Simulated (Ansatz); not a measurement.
`CNB(F)F` and `F[B](F)[SnH3]` differ in one atom or group.

Ansatz, PBE0-D4/def2-TZVP geometries, multiplicity 1. Each molecule was computed in one conformer, which needn't be the lowest.

Elements past krypton have def2 core potentials.

| property | `CNB(F)F` |
| --- | --- |
| LUMO energy (PBE0/def2-TZVPP) / eV | 0.77 |
| LUMO energy (PBE/def2-TZVPP) / eV | -0.02 |
| HOMO–LUMO gap (B3LYP/def2-TZVPP) / eV | 8.02 |
| HOMO energy (B3LYP/def2-TZVPP) / eV | -7.61 |
| size of the dipole moment (B3LYP/def2-TZVPP) / D | 2.78 |
| LUMO energy (B3LYP/def2-TZVPP) / eV | 0.41 |

Task: What does the change do to each property? (An estimate is asked.)

Result: Computed: 
| property | `F[B](F)[SnH3]` | shift |
| --- | --- | --- |
| LUMO energy (PBE0/def2-TZVPP) / eV | -1.13 | -1.90 |
| LUMO energy (PBE/def2-TZVPP) / eV | -2.06 | -2.04 |
| HOMO–LUMO gap (B3LYP/def2-TZVPP) / eV | 7.05 | -0.97 |
| HOMO energy (B3LYP/def2-TZVPP) / eV | -8.41 | -0.80 |
| size of the dipole moment (B3LYP/def2-TZVPP) / D | 0.64 | -2.14 |
| LUMO energy (B3LYP/def2-TZVPP) / eV | -1.36 | -1.77 |

With PBE0 the HOMO falls by 0.77 eV and the LUMO falls by 1.90 eV, so the gap narrows by about 1.13 eV. PBE moves the HOMO by -0.94 eV and ωB97M-V by -0.56 eV. Dipoles are sizes alone; their direction can turn.

B3LYP here is the variant with VWN-RPA as its local correlation; programs differ in this.
